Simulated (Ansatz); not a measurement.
`NC(=O)[SiH](F)Cl` + `C#CCC` → `C#CC[SiH](F)Cl` + `CC(N)=O`  (formal exchange of groups at the Si–C bond)

Gas-phase electronic energies from Ansatz, PBE0-D4/def2-TZVP geometries. CCSD(T)/CBS is the MP2 limit (def2-TZVPP, def2-QZVPP) plus CCSD(T) − MP2 in def2-TZVPP, frozen cores. Each species was taken in one conformer, which may not be the lowest.

`NC(=O)[SiH](F)Cl`:

```xyz
9

N    -1.340   -0.210    0.812
C    -0.234    0.518    0.554
O     0.014    1.591    1.071
Si    1.043   -0.145   -0.692
F     0.706   -1.670   -1.029
Cl    0.915    0.933   -2.408
H    -1.493   -1.101    0.373
H    -2.021    0.140    1.469
H     2.409   -0.056   -0.150
```

`C#CCC`:

```xyz
10

C    -1.725    1.343   -0.678
C    -0.709    0.707   -0.602
C     0.512   -0.071   -0.485
C     0.634   -0.785    0.859
H    -2.623    1.909   -0.752
H     0.546   -0.801   -1.300
H     1.370    0.593   -0.635
H     1.564   -1.356    0.903
H     0.631   -0.067    1.680
H    -0.200   -1.472    1.010
```

`C#CC[SiH](F)Cl`:

```xyz
10

C    -1.677    1.571    0.598
C    -1.092    0.742   -0.043
C    -0.339   -0.266   -0.756
Si    1.144   -0.795    0.250
F     1.843   -2.007   -0.511
Cl    2.487    0.729    0.378
H    -2.206    2.310    1.151
H     0.006    0.108   -1.726
H    -0.953   -1.153   -0.948
H     0.787   -1.240    1.609
```

`CC(N)=O`:

Cartesian coordinates in Å:
```
C 0.999 0.000 0.464
C -0.104 0.305 -0.519
N -1.310 -0.253 -0.241
O 0.074 1.009 -1.490
H 1.301 0.933 0.943
H 0.719 -0.721 1.233
H 1.860 -0.378 -0.089
H -1.461 -0.831 0.563
H -2.077 -0.063 -0.863
```

```
           species  CCSD/def2-TZVPP energy (Eh)
`NC(=O)[SiH](F)Cl`                  -1018.25106
           `C#CCC`                   -155.64604
  `C#CC[SiH](F)Cl`                   -965.05074
         `CC(N)=O`                   -208.86376
```

Work out ΔE.

ΔE = (-965.05074) + (-208.86376) − (-1018.25106) − (-155.64604) = -0.01740 Eh = -45.7 kJ/mol. CCSD(T)/CBS gives -44.1 kJ/mol.

Largest T1 diagnostic among the species: 0.014.

From PBE to PBE0 (25 % exact exchange), in def2-TZVPP and without D4, ΔE moves by −7.2 kJ/mol. In def2-TZVPP, CCSD(T) changes the Hartree–Fock value by +7.5 kJ/mol (the triples alone add +2.0 kJ/mol) and MP2 by +5.1 kJ/mol.
